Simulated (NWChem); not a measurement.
# C₂H₅FSe; SMILES F[Se]CC

```xyz
9

Se    -0.3486     0.6633    -0.0794
F      1.4111     0.7858     0.1310
C     -0.4681    -1.1740     0.5140
C      0.3382    -2.1396    -0.3307
H     -1.5517    -1.3843     0.4784
H     -0.1678    -1.1982     1.5726
H      1.3975    -1.8452    -0.3382
H     -0.0178    -2.1565    -1.3712
H      0.2703    -3.1602     0.0788
```
Atoms are numbered in this order, from 1.

Results from NWChem. Medium grid unless said otherwise, to which SCAN and Minnesota functionals are sensitive. The geometry was optimised at PBE0/def2-SVP. Hybrids' shares of exact exchange are those that their runs print; pure functionals count as 0. The functionals differ in more than this share.

```csv
row,share of exact exchange,highest occupied level (eV)
PBE/def2-SVP,0.00,-5.02
RPBE/def2-SVP,0.00,-4.99
B3LYP/def2-SVP,0.20,-6.10
B97-2/def2-SVP,0.21,-6.15
r2SCAN0/def2-SVP,0.25,-6.61
M06/def2-SVP,0.27,-6.52
PW6B95/def2-SVP,0.28,-6.47
MN15/def2-SVP,0.44,-7.10
M06-2X/def2-SVP,0.54,withheld
```

Problem. Fit a straight line of the last column on the one before it, predict the withheld value, and compare with the run.

Solution. 
1. Means of the 8 shown rows: x = 0.206, y = -6.120. Slope Σ(x − x̄)(y − ȳ)/Σ(x − x̄)² = -0.7620/0.1512 = -5.040; intercept -5.080.
2. The shown rows scatter about the line by 0.128 (root mean square); the largest residual is -0.27, at r2SCAN0/def2-SVP.
3. At x = 0.54 (M06-2X/def2-SVP; beyond the shown range) the line gives -7.80.
4. The run gives -7.65, +0.15 from the line, 1.2 times the scatter.
